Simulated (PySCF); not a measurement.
1-fluorohexane, C6H13F.
SMILES: `C(CCC)CCF`

Level: PBE0/def2-SVPD in PySCF, non-relativistic, on one gas-phase PBE0-D3(BJ)/def2-SVP geometry that isn't relaxed in the solvent. The solvent is an IEF-PCM continuum (van der Waals radii × 1.2), and excitations are vertical TDDFT with non-equilibrium linear response and a frozen core. The model holds no explicit solvent molecules, cavitation or dispersion.

Gas-phase singlets (H = HOMO, L = LUMO):

| state | E (eV) | λ (nm) | f | leading configuration |
| --- | --- | --- | --- | --- |
| S1 | 8.536 | 145 | 0.001 | H→L 87% |
| S2 | 8.602 | 144 | 0.002 | H-1→L 80% |
| S3 | 8.821 | 141 | 0.024 | H→L+1 52% |
| S4 | 8.873 | 140 | 0.011 | H-2→L 35% |
| S5 | 8.939 | 139 | 0.013 | H-1→L+1 30% |

Task: What are the lowest 5 singlets in cyclohexane (ε = 2.017)?

Result: 
| state | E (eV) | λ (nm) | f | leading configuration | change by rank (eV) |
| --- | --- | --- | --- | --- | --- |
| S1 | 8.524 | 145 | 0.002 | H→L 60% | -0.012 |
| S2 | 8.584 | 144 | 0.002 | H-1→L 56% | -0.018 |
| S3 | 8.812 | 141 | 0.032 | H→L+1 51% | -0.009 |
| S4 | 8.858 | 140 | 0.010 | H→L+1 28% | -0.015 |
| S5 | 8.936 | 139 | 0.015 | H-2→L 38% | -0.003 |

Task: What are the lowest 5 singlets in dichloromethane (ε = 8.93)?

Result: 
```json
{"state": "S1", "E (eV)": "8.528", "λ (nm)": "145", "f": "0.001", "leading configuration": "H→L 55%", "change by rank (eV)": "-0.008"}
{"state": "S2", "E (eV)": "8.592", "λ (nm)": "144", "f": "0.001", "leading configuration": "H-1→L 51%", "change by rank (eV)": "-0.010"}
{"state": "S3", "E (eV)": "8.817", "λ (nm)": "141", "f": "0.033", "leading configuration": "H→L+1 51%", "change by rank (eV)": "-0.004"}
{"state": "S4", "E (eV)": "8.857", "λ (nm)": "140", "f": "0.010", "leading configuration": "H→L+1 28%", "change by rank (eV)": "-0.016"}
{"state": "S5", "E (eV)": "8.946", "λ (nm)": "139", "f": "0.009", "leading configuration": "H-2→L 40%", "change by rank (eV)": "+0.007"}
```

Task: How do the frontier levels move from gas to dichloromethane?

Result: 
```csv
orbital,gas (eV),solvent (eV),change (eV)
LUMO+2,1.28,1.43,+0.15
LUMO+1,1.02,1.18,+0.16
LUMO,0.78,0.96,+0.18
HOMO,-8.89,-8.73,+0.16
HOMO-1,-9.01,-8.82,+0.19
HOMO-2,-9.20,-9.06,+0.14
HOMO-3,-9.39,-9.22,+0.17
```

The HOMO–LUMO gap goes from 9.67 to 9.69 eV.

Conformer computed: `[CH3:1][CH2:2][CH2:3][CH2:4][CH2:5][CH2:6][F:7]`: C1–C2–C3–C4 180°, C2–C3–C4–C5 180°, C3–C4–C5–C6 -178°, C4–C5–C6–F7 60°.
